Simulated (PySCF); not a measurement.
C4H6Si. Atoms are numbered in the order given.

```xyz
11

C      0.0000    -0.7406    -1.2943
C      0.0000    -1.3581    -0.0870
Si     0.0000     0.0000     1.2060
C      0.0000     1.3581    -0.0870
C      0.0000     0.7406    -1.2943
H      0.0000    -1.2809    -2.2497
H      0.0000    -2.4467     0.0109
H     -1.2102     0.0000     2.0848
H      1.2102     0.0000     2.0848
H      0.0000     2.4467     0.0109
H      0.0000     1.2809    -2.2497
```

Geometry optimised at r2SCAN-D4/def2-SVP.

Computed with SMD-M06-2X/def2-SVP in PySCF.

Solvation free energies are E(SMD) − E(gas) at the gas-phase geometry, for 1 M in both phases. In vacuum the dipole moment is 0.53 D.

Rank water, n-hexane, 2-propanol by solvation free energy, most negative first.

n-hexane (-2.2 kcal/mol), 2-propanol (-1.9 kcal/mol), water (1.6 kcal/mol)
